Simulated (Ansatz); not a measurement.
Start from `[OH][SbH][OH]` and change one atom or group to get `[NH2][SbH][OH]`.

Ansatz, PBE0-D4/def2-TZVP geometries, multiplicity 1. Each molecule was computed in one conformer, which needn't be the lowest.

Elements past krypton have def2 core potentials.

```
                                                                                  property  `[OH][SbH][OH]`
                                                        HOMO energy (PBE0/def2-TZVPP) / eV            -7.35
                                                       HOMO energy (B3LYP/def2-TZVPP) / eV            -7.18
                                        size of the dipole moment (ωB97M-V/def2-TZVPP) / D             3.23
ideal-gas entropy at 298 K and 1 bar (rigid rotor, harmonic PBE0-D4/def2-TZVP) / J/(mol·K)              305
                                          size of the dipole moment (B3LYP/def2-TZVPP) / D             3.25
                                                         HOMO energy (PBE/def2-TZVPP) / eV            -6.16
```

Q: What does the change do to each property? (Estimate.)

A: The calculation gave: 
```csv
property,`[NH2][SbH][OH]`,shift
HOMO energy (PBE0/def2-TZVPP) / eV,-7.14,0.21
HOMO energy (B3LYP/def2-TZVPP) / eV,-6.95,0.23
size of the dipole moment (ωB97M-V/def2-TZVPP) / D,2.24,-0.99
"ideal-gas entropy at 298 K and 1 bar (rigid rotor, harmonic PBE0-D4/def2-TZVP) / J/(mol·K)",314,9
size of the dipole moment (B3LYP/def2-TZVPP) / D,2.25,-1.00
HOMO energy (PBE/def2-TZVPP) / eV,-5.91,0.25
```

The zero-point energy changes by 30.5 kJ/mol with +3 modes. Dipoles are sizes alone; their direction can turn.

B3LYP here is the variant with VWN-RPA as its local correlation; programs differ in this.

Spin–orbit coupling is left out; it splits and shifts lone-pair levels of the heavy atoms by tenths of an eV.
